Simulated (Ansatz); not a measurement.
```yaml
crystal:
  periodic: [false, false, false]
  atoms:
    - {symbol: P, position_ang: [-1.691486, 4.779671, -1.932811]}
    - {symbol: Al, position_ang: [1.112693, 0.704196, -1.164985]}
    - {symbol: B, position_ang: [2.736849, -2.987208, 0.660735]}
    - {symbol: C, position_ang: [0.325507, -2.020449, 2.598687]}
    - {symbol: H, position_ang: [-0.540489, 5.202637, -4.720592]}
    - {symbol: H, position_ang: [-4.075000, 3.013858, -3.066041]}
    - {symbol: H, position_ang: [4.286428, -5.007001, 0.672333]}
    - {symbol: H, position_ang: [-1.018113, -0.113224, 2.483141]}
    - {symbol: H, position_ang: [-0.468029, -3.294132, 4.488717]}
basis:
  gaussian: {orbitals: cc-pVTZ-DK}
hamiltonian: {xc: {name: RPBE}, dispersion: d4}
scf: {lower_state_search: off}
output: {forces: true}
```

```sh
$ ansatz run in.yaml --threads 2 --pin off --events-out ev --progress --plain --max-ram 4352MiB
```

Output, abridged:

```
Functional definition: RPBE
1218 factors; their error is unknown
mean field evaluation 1: about -17647.4521 eV, gradient 7.1e1 eV
mean field evaluation 2: about -16911.7240 eV, gradient 3.4e2 eV
mean field evaluation 4: about -17604.7216 eV, gradient 8.4e1 eV
mean field evaluation 8: about -17684.8060 eV, gradient 9.8e0 eV
mean field evaluation 16: about -17685.8999 eV, gradient 3.2e-6 eV
mean field -17685.89991500 eV, -649.9448339427 hartree, gradient 1.5e-6 eV, S^2 0.000000; 0 other end points of the search recorded, 0 dependent functions left out
reference -17685.89998382 eV, -649.9448364719 hartree; 22, 22 occupied and 176, 176 virtual orbitals, 1218 factors
Total energy: -17686.20236678 eV, -649.9559488406 hartree
Relativity: scalar
Atom 0 at    -1.691486     4.779671    -1.932811 Å, force    -0.223377    -0.735740    -1.703318 eV/Å
Atom 1 at     1.112693     0.704196    -1.164985 Å, force    -0.257647     0.053368     0.161564 eV/Å
Atom 2 at     2.736849    -2.987208     0.660735 Å, force     0.763061    -1.044109     0.155933 eV/Å
Atom 3 at     0.325507    -2.020449     2.598687 Å, force    -1.402026     0.404131     1.008361 eV/Å
Atom 4 at    -0.540489     5.202637    -4.720592 Å, force    -0.516230    -0.218821     1.324294 eV/Å
Atom 5 at    -4.075000     3.013858    -3.066041 Å, force     0.957348     0.671928     0.459697 eV/Å
Atom 6 at     4.286428    -5.007001     0.672333 Å, force    -1.098487     1.369968     0.020086 eV/Å
Atom 7 at    -1.018113    -0.113224     2.483141 Å, force     1.198425    -1.629690     0.091620 eV/Å
Atom 8 at    -0.468029    -3.294132     4.488717 Å, force     0.578932     1.128965    -1.518237 eV/Å
Dipole moment:     1.026614     0.030614    -0.412899 e Å
Checks for a lower state left out: stability, starts, cluster_reference, orbital_swaps, neighbouring_geometries, increment
```

Problem. What is wrong with this run?

Solution. The geometry is stretched to more than twice its size. Self-consistency was reached. The result belongs to that input, not to the molecule as meant.
